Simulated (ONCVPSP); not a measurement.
Potentials for Hf compared

Generated with ld1.x 7.5 (TM, RRKJ, ultrasoft, PAW), atompaw 4.2 or ONCVPSP 4.0.1. The cutoff is in Ry: for ld1.x and atompaw files where the sum of valence levels is converged to 10 mRy in a Bessel basis, for ONCV files where the hardest occupied wave has 1 mHa per electron of residual kinetic energy. The error is the largest all-electron minus pseudo excitation energy over each file’s own four to seven test configurations (ionisations up to +4, promotions, holes and added fractions of an electron), all of which were solved. The labels leave out finer settings (local radius, basis sizes, second energies), which also bear on the numbers. Spin-polarised tests are not counted. The rows are a selection from randomly drawn settings: files with unsolved tests, undetermined cutoffs or missed reference levels are left out.

A true bound ghost makes a file unfit for plane-wave use even where its test errors are small: the radial tests pick states by their node count and pass the ghost by.

| potential | cutoff (Ry) | largest error (meV) | bound ghosts |
| --- | --- | --- | --- |
| ONCV, Wu-Cohen, scalar-relativistic, rc 1.55/1.95/2.15/0.80 (spdf), local smoothed, core correction no, reference 4f14 5s2 5p6 5d3 6s1, qcut 6.8/9/4.5/22.6, projectors 2/2/3/2 | 440 | -150 | s |
| ONCV, PBEsol, scalar-relativistic, rc 1.70/1.60/2.15 (spd), local smoothed, core correction no, reference 5s2 5p6 5d2, qcut 7/7.7/4.2, projectors 2/2/2 | 41 | +45 | none |
| ONCV, PBE, scalar-relativistic, rc 1.70/2.10/3.20 (spd), local smoothed, core correction yes, reference 5s2 5p6 5d2 6s1.75 6p0.25, qcut 9.1/6.2/4.9, projectors 2/2/1 | 49 | +39 | s |
| ONCV, PBE, fully relativistic, rc 2.10/1.50/2.55 (spd), local smoothed, core correction yes, reference 5s2 5p6 5d2 6s1, qcut 5.2/6.4/7, projectors 3/2/3 | 42 | -41 | none |
| ONCV, LDA (Perdew-Zunger), scalar-relativistic, rc 1.60/1.65/1.85 (spd), local smoothed, core correction yes, reference 5s2 5p6 5d2 6s1.75, qcut 7.7/7.8/5.8, projectors 2/2/2 | 48 | -100 | none |

(1) Fill in the row for Hf: ONCV, PBE, fully relativistic, rc 1.75/2.10/2.90 (spd), local s, core correction yes, reference 5s2 5p6 5d2, qcut 7.9/5.7/6.4, projectors 0/2/2.

(2) Fill in the row for Hf: ONCV, PBE, non-relativistic, rc 1.85/1.90/1.80 (spd), local smoothed, core correction no, reference 5s2 5p6 5d2 6s2, qcut 6.9/8.1/6.1, projectors 2/2/1.

(3) Fill in the row for Hf: ONCV, PBEsol, scalar-relativistic, rc 1.75/1.55/3.20/3.00 (spdf), local smoothed, core correction yes, reference 5s2 5p6 5d2 6s1.5, qcut 5.4/10.5/5.2/3.9, projectors 2/2/1/1.

Answers

(1) cutoff 41 Ry, largest error +1020 meV, bound ghosts: none.

(2) cutoff 37 Ry, largest error +14 meV, bound ghosts: none.

(3) cutoff 66 Ry, largest error +29 meV, bound ghosts: none.
